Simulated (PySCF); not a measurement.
NICS in rings of unrelated molecules.

NICS is the negative of the GIAO shielding at a point without a nucleus: at the ring centre (0) and 1 Å above and below it (1); zz is the component along the ring normal. Level: GIAO PBE0/pcSseg-1 (PySCF, non-relativistic, gas phase) on the GFN2-xTB geometries, one conformer each. Atom numbers follow the mapped SMILES.

Task: Order these rings by mean NICS(1)zz, lowest (most negative) first (ppm).
A. ring N3–C4–C5–P8–C9 in `[CH3:1][CH2:2][n:3]1[cH:4][c:5]([S:6][CH3:7])[p:8][c:9]1[F:10]`
B. ring C2–C3–C4–C5–C9–C10 in `[Cl:1][c:2]1[cH:3][cH:4][c:5]2[o:6][n:7][cH:8][c:9]2[cH:10]1`
C. ring C3–C4–Si5–C6–Si7 in `[SiH3:1][CH2:2][C@H:3]1[CH2:4][SiH2:5][CH2:6][SiH2:7]1`
D. ring C2–C3–Si4–C5–Si6–C7 in `[SiH3:1][CH:2]1[CH2:3][SiH2:4][CH2:5][SiH2:6][CH2:7]1`
E. ring C2–O3–C4–C6–O8 in `[F:1][CH:2]1[O:3][C@@H:4]([F:5])[C@H:6]([F:7])[O:8]1`
F. ring C5–O6–C7 in `[F:1][CH:2]([F:3])[O:4][C@@H:5]1[O:6][C@@H:7]1[F:8]`
G. ring C2–O3–C4–C7–C8 in `[CH3:1][C@@H:2]1[O:3][C:4]([CH3:5])([CH3:6])[CH2:7][C@@H:8]1[F:9]`

Result: B (-28.2), A (-22.3), F (-17.4), E (-5.8), G (-4.2), C (-0.2), D (5.0).

| SMILES | ring | NICS(0) | NICS(1) | NICS(1)zz | HOMA | rms pucker (Å) | ring atoms with four or more neighbours |
| --- | --- | --- | --- | --- | --- | --- | --- |
| Clc1ccc2oncc2c1 | 6-membered carbocycle; formal bonds all aromatic | -10.6 | -11.7 | -28.2 | 0.96 | 0.00 | 0 |
| CCn1cc(SC)pc1F | 5-membered ring with N and P; formal bonds all aromatic | -13.1 | -9.8 | -22.3 | 0.79 | 0.00 | 0 |
| FC(F)O[C@@H]1O[C@@H]1F | 3-membered ring with O; formal bonds all single | -38.8 | -6.0 | -17.4 | – | 0.00 | 2 |
| FC1O[C@@H](F)[C@H](F)O1 | 5-membered ring with 2 O; formal bonds all single | -8.2 | -3.4 | -5.8 | – | 0.11 | 3 |
| C[C@@H]1OC(C)(C)C[C@@H]1F | 5-membered ring with O; formal bonds all single | -5.9 | -2.9 | -4.2 | – | 0.14 | 4 |
| [SiH3]C[C@H]1C[SiH2]C[SiH2]1 | 5-membered ring with 2 Si; formal bonds all single | -3.9 | -3.3 | -0.2 | – | 0.19 | 5 |
| [SiH3]C1C[SiH2]C[SiH2]C1 | 6-membered ring with 2 Si; formal bonds all single | -1.2 | -1.5 | 5.0 | – | 0.26 | 6 |

NICS(0) gives another order. The isotropic NICS(1) gives another order. HOMA uses Krygowski's 1993 parameters; it is left out where a ring has a four-coordinate atom, a triple bond, no multiple bond or a kind of bond without parameters. NICS(1) and NICS(1)zz are means over the two faces.
